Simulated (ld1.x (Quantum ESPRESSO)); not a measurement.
What the settings do to the TM potential of holmium

Base potential:

Ho, norm-conserving Troullier–Martins (Kleinman–Bylander form), made with ld1.x (Quantum ESPRESSO) 7.5 (PBE, scalar-relativistic). Core [Kr] 4d10 4f10, reference 5s2 5p6 5d1 6s1.75 6p0.25. Waves: 5s (bound): rc 2.15 bohr; 5p (bound): rc 2.55 bohr; 5d (bound): rc 2.65 bohr. Local part: all-electron potential smoothed inside 2.00 bohr (lloc = -1). Core correction: a·sin(br)/r model core inside 1.20 bohr.

Occupied shells without a wave of their own: 6p, 6s. They enter only through the test configuration that unscreens the potential, and ld1.x also counts them in the model core charge.

All-electron outer shells of the reference configuration (PBE, scalar-relativistic, ld1.x):

```tsv
shell	level (eV)	outermost node (bohr)	outermost maximum (bohr)
4d	-166.68	0.25	0.52
5s	-54.77	0.61	1.13
5p	-29.49	0.66	1.28
4f	-9.71	–	0.52
6s	-4.55	1.52	3.22
5d	-2.47	0.74	1.88
6p	-1.50	1.83	4.41
```

Cutoffs, loose and tight: the cutoffs (Ry, on a coarse ladder) from which the occupation-weighted sum of valence levels, in a spherical-Bessel basis at the reference potential, stays within 10 and 1 mRy of its value at 400 Ry. They do not see the model core or the augmentation charge, which bear on the density cutoff. Test errors are all-electron minus pseudo excitation energies from the reference, over the configurations 5s2 5p6 5d1 6s2 6p0; 5s2 5p6 5d1 6s1 6p0; 5s2 5p6 5d1 6s0 6p0; 5s2 5p6 5d1 6s1.5 6p0; 5s2 5p6 5d1 6s0 6p2; 5s2 5p6 5d1 6s1 6p1; 5s2 5p6 5d2 6s0 6p0. A dash means not determined; rows that change the core or the reference have their own tests.

With those shells counted twice in exchange and correlation these files are broken, and their errors move erratically; no question is asked of them.

```tsv
change	outcome	cutoff, loose	cutoff, tight	bound ghosts	largest test error (meV)
base	generated	21 Ry	40 Ry	none	-900
wave 5p (bound): rc 2.55 bohr becomes 5p (bound): rc 1.74 bohr	generated	40 Ry	70 Ry	none	-882
wave 5p (bound): rc 2.55 bohr becomes 5p (bound): rc 2.06 bohr	generated	30 Ry	45 Ry	none	-888
wave 5p (bound): rc 2.55 bohr becomes 5p (bound): rc 2.28 bohr	generated	21 Ry	40 Ry	none	-894
wave 5p (bound): rc 2.55 bohr becomes 5p (bound): rc 2.64 bohr	generated	21 Ry	40 Ry	none	-900
wave 5p (bound): rc 2.55 bohr becomes 5p (bound): rc 2.90 bohr	generated	21 Ry	40 Ry	none	-896
wave 5p (bound): rc 2.55 bohr becomes 5p (bound): rc 3.14 bohr	generated	21 Ry	40 Ry	none	-886
wave 5p (bound): rc 2.55 bohr becomes 5p (bound): rc 3.58 bohr	generated	21 Ry	40 Ry	none	-848
wave 5p (bound): rc 2.55 bohr becomes 5p (bound): rc 3.82 bohr	generated	21 Ry	40 Ry	none	-808
```

Reading the sweep of the p radius (base included, trends over the rows without a ghost): The loose cutoff falls from 40 Ry at 1.74 to 21 Ry at 3.82 bohr. A larger radius leaves more room for a smooth pseudo-wave, so fewer plane waves are needed; a smaller one forces it to follow the all-electron wave where it bends sharply. The median size of the test errors (rows with all tests solved) stays near 243.6 meV.
